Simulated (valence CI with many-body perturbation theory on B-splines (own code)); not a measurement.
Results of a calculation; reference values are marked as such.
# Dy XXVI: input, log and results

Level of theory: valence CI with perturbative core correlation (CI+MBPT): five valence electrons over a frozen Dirac-Fock core [Kr], radial functions for each j: 7 s, 7 p, 5 d, 2 f, with the one-electron correlation potential Σ1 (screened to all orders), the two-electron term Σ2, the three-electron term Σ3, Breit, model QED; selected single and double excitations, second order for the rest, scaled by the run's own slope (own B-spline code, finite nucleus).

Command, and the settings that its task file holds:

```sh
python run_cv.py task.json out
```

```
atom Dy  Z=66  mass_number=164  rms_radius_fm=5.2218
core [Kr]
valence 4d5
avg = 1
basis = S
breit = 1
cap = 10000
capref = 1200
cscale = 1
de = 0.0
dress = 0
eps = 2e-08
extrap = 1
h = 0.27
hh = 1
l2 = 3
lcore = 6
maxit = 60
n2 = 5
natural = 1
nlev = 21
nno = [4, 4, 3, 0, 0]
nroot = 26
nsp = [3, 3, 2, 2, 0]
pt2 = 1
qed = 1
rmax = 3.69
rpa = 1
s1 = 1
s2 = 1
s3 = 1
screen = 1
tol = 2e-05
whole = 1
```

It took 65 s on 1 thread of Intel(R) Xeon(R) Platinum 8259CL CPU @ 2.50GHz (Skylake/Cascade Lake) (shared host).

Log. The first blocks belong to the next ion, which gives the ionisation energy. Fields: 2J, parity (1 odd), roots, reference size, generating configurations, candidates as configurations/state functions, variational space P, stored matrix elements, Davidson steps; e2 is the range of second-order energies in hartree. The first line gives the box (bohr), its intervals, the orbitals and the steps of their self-consistent field. Window is the range of levels sought, series limit the energy at which the first omitted orbital would enter, core excitation an estimate of the first excitation out of the core, left out the lowest levels not solved, and shifts from estimates the range by which levels moved from their first estimate, all in cm⁻¹.

```
rmax 3.7 intervals 58 orbitals 35 references ['4d5', '4d4 4f', '4d4 5s', '4d4 5p', '4d3 4f2'] scf 5 t 2.4
2J=0 par=0 roots 2 ref 7 generators 4 cand 885/1418 P 521/841 nnz 0 it 0
2J=0 par=0 roots 2 ref 7 generators 11 cand 3143/6296 P 802/1442 nnz 0 it 5
   second order: generators 16 cand 3917/7930 e2 -0.00001 -0.00000
2J=2 par=0 roots 2 ref 11 generators 3 cand 901/3605 P 227/998 nnz 0 it 0
2J=2 par=0 roots 2 ref 11 generators 13 cand 3532/18083 P 759/3473 nnz 2.2e+06 it 5
   second order: generators 18 cand 3882/20441 e2 -0.00002 -0.00001
reference levels 446, estimated 34, window 193955 1/cm; series limit 4443526, core excitation 1005839
2J=5 par=0 roots 7 ref 24 generators 13 cand 4254/92403 P 303/3479 nnz 2.8e+06 it 6
2J=5 par=0 roots 7 ref 24 generators 15 cand 4165/91427 P 947/9977 nnz 1.8e+07 it 7
   second order: generators 20 cand 5265/129336 e2 -0.00008 -0.00005
2J=7 par=0 roots 6 ref 20 generators 9 cand 4205/97244 P 271/3474 nnz 3e+06 it 5
2J=7 par=0 roots 6 ref 20 generators 12 cand 4135/96279 P 901/9966 nnz 1.9e+07 it 7
   second order: generators 15 cand 5249/134469 e2 -0.00008 -0.00006
2J=3 par=0 roots 5 ref 19 generators 10 cand 4219/72209 P 374/3510 nnz 2.8e+06 it 5
2J=3 par=0 roots 5 ref 19 generators 11 cand 4106/71213 P 1039/9999 nnz 1.6e+07 it 7
   second order: generators 15 cand 5185/100750 e2 -0.00007 -0.00004
2J=11 par=0 roots 3 ref 7 generators 9 cand 3914/71605 P 431/3499 nnz 2.9e+06 it 4
2J=11 par=0 roots 3 ref 7 generators 12 cand 3790/70608 P 784/6366 nnz 7.6e+06 it 5
   second order: generators 17 cand 5125/96469 e2 -0.00005 -0.00005
2J=9 par=0 roots 4 ref 14 generators 8 cand 4083/88841 P 340/3505 nnz 3e+06 it 4
2J=9 par=0 roots 4 ref 14 generators 12 cand 3992/87848 P 885/9550 nnz 1.6e+07 it 6
   second order: generators 15 cand 4679/104581 e2 -0.00006 -0.00004
2J=1 par=0 roots 3 ref 13 generators 7 cand 3999/38733 P 655/3515 nnz 2.6e+06 it 5
2J=1 par=0 roots 3 ref 13 generators 12 cand 3786/37730 P 1018/6417 nnz 6e+06 it 5
   second order: generators 13 cand 4415/47364 e2 -0.00005 -0.00003
2J=13 par=0 roots 1 ref 3 generators 3 cand 2952/47204 P 444/2347 nnz 0 it 4
2J=13 par=0 roots 1 ref 3 generators 5 cand 3347/50571 P 586/3394 nnz 2.4e+06 it 4
   second order: generators 8 cand 4375/59343 e2 -0.00005 -0.00005
left out: unestimated 302489, estimated 255905, shifts from estimates -50 to 145
operators 4.5
```

The Davidson iterations converged.

No measured levels were compared; by estimate terms of the open shell hold to 2 to 4 % of their energy, and close levels can change places. Only levels of the ground parity were solved; by the run's estimate the other parity begins above the list, which can be wrong where configurations are misplaced.

| Property | Result |
| --- | --- |
| Valence energy | -178.0334 hartree |
| Ionisation energy | 872.42 eV (NIST: 872 ± 4 eV (theoretical)) |
| Reference configurations for the orbitals | 4d5, 4d4 4f, 4d4 5s, 4d4 5p, 4d3 4f2 |
| Radial orbitals | 35 |
| Box radius | 3.69 bohr |
| Largest variational space | 9999 |
| Lowest levels | (4d3/2^4 4d5/2) J=5/2 0.000, (4d3/2^3 4d5/2^2) J=5/2 [a] 6.059, (4d3/2^3 4d5/2^2) J=7/2 [a] 9.793, (4d3/2^3 4d5/2^2) J=3/2 [a] 10.153, (4d3/2^3 4d5/2^2) J=11/2 10.509, (4d3/2^3 4d5/2^2) J=9/2 11.510, (4d3/2^3 4d5/2^2) J=5/2 [b] 11.907, (4d3/2^3 4d5/2^2) J=1/2 12.551, (4d3/2^3 4d5/2^2) J=7/2 [b] 14.037, (4d3/2^2 4d5/2^3) J=5/2 [a] 15.769, (4d3/2^3 4d5/2^2) J=3/2 [b] 17.335, (4d3/2^2 4d5/2^3) J=7/2 [a] 17.395, (4d3/2^2 4d5/2^3) J=11/2 17.889, (4d3/2^2 4d5/2^3) J=9/2 [a] 18.585 eV |

Levels are named by their leading jj configuration (3d3/2^4 stands for four electrons in 3d with j = 3/2), which in mixed levels can hold well under half, so a name can repeat and another be missing. Letters in brackets count levels of one name in rising energy.
